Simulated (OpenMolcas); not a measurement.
## Levels of Pd2+ by method

| Item | Value |
| --- | --- |
| Program | OpenMolcas |
| Basis | ANO-RCC-VTZP [7s6p4d2f1g] |
| Scalar Hamiltonian | DKH2, point nucleus |
| Active space | 8 electrons in 10 orbitals (4d 5d) |
| State averaging | 2S+1 = 3 even, 10 roots; 2S+1 = 1 even, 15 roots |
| Spin-orbit coupling | RASSI with atomic mean-field integrals over the reference wave functions, term energies averaged over their components |

Methods on the same reference wave functions:
A. CASSCF
B. SS-CASPT2, IPEA 0.25 Eh, imaginary shift 0.1 Eh (closed shells correlated: 4s 4p)
C. XMS-CASPT2, IPEA 0.25 Eh, imaginary shift 0.1 Eh (closed shells correlated: 4s 4p)

Energies in cm⁻¹ above 4d⁸ ³F₄, the measured ground level; measured values from Moore, Atomic Energy Levels, vol. III, NSRDS-NBS 35 (1971 reprint of NBS Circular 467, 1958).

```csv
Level,A,B,C,Measured
4d⁸ ³F₄,0.0,0.0,0.0,0.0
4d⁸ ³F₃,3119,3140,3140,3230
4d⁸ ³F₂,4781,4560,4590,4687
4d⁸ ³P₁,17052,13900,13670,13470
4d⁸ ³P₀,17343,14130,13920,13699
4d⁸ ¹G₄,21181,18430,18310,17880
4d⁸ ¹S₀,49190,42290,42850,
```

Deviations, from unrounded energies. A percentage is the sum of absolute deviations over the sum of measured energies, with the sign that they share, or ± where signs differ.

| Against measurement | Levels | A | B | C |
| --- | --- | --- | --- | --- |
| mean absolute deviation (cm-1) | 5 | 2100 | 330 | 210 |
| fine structure of the ground term (%) | 2 | ±2.6 | -2.8 | -2.4 |
| other terms of the ground configuration (%) | 3 | +23.4 | +3.1 | +1.9 |

C lies closest to measurement on these levels and A furthest from it. The largest miss of C in the table is 4d⁸ ¹G₄, by +430 cm-1. The ranking rests on the paired levels alone, and a cruder setting can come out closer through cancelling errors.

Between B and C the level of the table that moves most is 4d⁸ ¹S₀, by 570 cm-1 (lowest in B, highest in C). Moves below CASPT2's spread within the term are not significant.

The mean deviations of B to C differ by less than CASPT2's widest spread within a term (920 cm-1), so their order carries little weight.

From A to B the spin-free energies of the other terms of 4d⁸ shown, above ³F, scale by factors of 0.77 to 0.85, as is usual when dynamic correlation screens the repulsion within a d or f shell.

The lowest spin-free term lies below A's lowest term by 0.454 hartree in B, 0.457 hartree in C.

CASPT2 breaks the degeneracy within a term, and the mean is taken; among the terms shown or strongly mixed into the levels shown the widest spread is 920 cm-1 (4d⁸ ³F, C). Active for correlation alone: 5d; no level in the range computed is led by a configuration that fills it, so any true level of that kind is missing. Without dynamic correlation excited terms often stand tens of per cent too high (terms of higher spin than the ground term too low), and those without a measured partner can miss by more than the paired ones (holds for A). Computed and measured levels are paired by configuration, term and J; levels that our copy of the source lacks, or whose pairing is in doubt (as where it misses far off the trend of its configuration), stay unpaired and out of the deviations. Only configurations of the active space appear. The table leaves out levels that lie high or whose names do not pair safely across all columns.
